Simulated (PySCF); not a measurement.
**Polarisability and C₆ of Co⁺ (cobalt, charge +1)**

[Ar] 3d8, high-spin 3F determinant. All numbers are calculated (PySCF 2.14, no relativity, point nucleus, in aug-cc-pVTZ). Coupled (time-dependent) response in atomic units; α is the mean over directions.

```tsv
method	mean α (bohr³)	C₆ (like pair)	S(−4)
wB97X	8.586	29.10	79.95
```

S(−4) is the Cauchy moment in α(ω) = α(0) + S(−4) ω² + …

α(iu) at wB97X:

```tsv
u (hartree)	α(iu) (bohr³)
0	8.586
0.0500	8.394
0.100	7.891
0.200	6.573
0.300	5.443
0.500	4.042
0.750	3.096
1.00	2.494
1.50	1.728
2.00	1.268
3.00	0.7723
5.00	0.3794
```

For an ion, C₆ is the dispersion term alone; charge-induced terms of lower order in 1/R come first.
